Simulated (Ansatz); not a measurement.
Species: C₅H₉ (charge 0, doublet). It need not be the lowest isomer of its formula. 
Geometry from a B3LYP-D3(BJ)/def2-TZVP (Ansatz, a quantum-chemistry and plane-wave program) optimisation:
```xyz
14

C      2.1259     0.2158    -0.5299
C      1.2731     0.3735     0.6867
C     -0.0964     0.1576     0.7120
C     -0.8787    -0.2288    -0.3550
C     -2.3504    -0.4479    -0.2765
H      1.7882     0.8618    -1.3475
H      3.1663     0.4618    -0.3209
H      2.0976    -0.8104    -0.9134
H      1.7569     0.6733     1.6077
H     -0.5993     0.3074     1.6644
H     -0.4102    -0.3880    -1.3206
H     -2.8914     0.2093    -0.9664
H     -2.6193    -1.4724    -0.5571
H     -2.7295    -0.2643     0.7300
```
Charge 0, spin multiplicity 2.

Total electronic energies in hartree. Valence correlation only, unless marked. UHF or UKS for open shells. No spin-orbit coupling. Non-relativistic. CBS marks a two-point X^-3 extrapolation of the correlation energy; Hartree-Fock from the larger set.

The UHF reference is spin-contaminated (<S^2> 0.20 over the pure value in the largest basis). 

```
level                                         program  energy (Eh)
-------------------------------------  --------------  -----------
PBE0/def2-TZVPD                                Ansatz   -195.71914
BHLYP-D4/def2-TZVPD                    Ansatz + dftd4            …
HSE06/def2-TZVPD                               Ansatz            …
wB97X-V/def2-TZVPD                             Ansatz            …
MP2/STO-3G                                     Ansatz   -192.45011
MP2/cc-pVQZ                                    Ansatz   -195.48234
CCSD/6-31G                                     Ansatz   -194.95274
CCSD(T) with core electrons/cc-pwCVTZ          Ansatz   -195.77168
CCSD(T)/CBS(cc-pVTZ,cc-pVQZ)                   Ansatz    -195.6080
```

Problem. What belongs in the gaps?

Solution. 
- BHLYP-D4/def2-TZVPD, energy (Eh): -195.85001
- HSE06/def2-TZVPD, energy (Eh): -195.70678
- wB97X-V/def2-TZVPD, energy (Eh): -195.90372
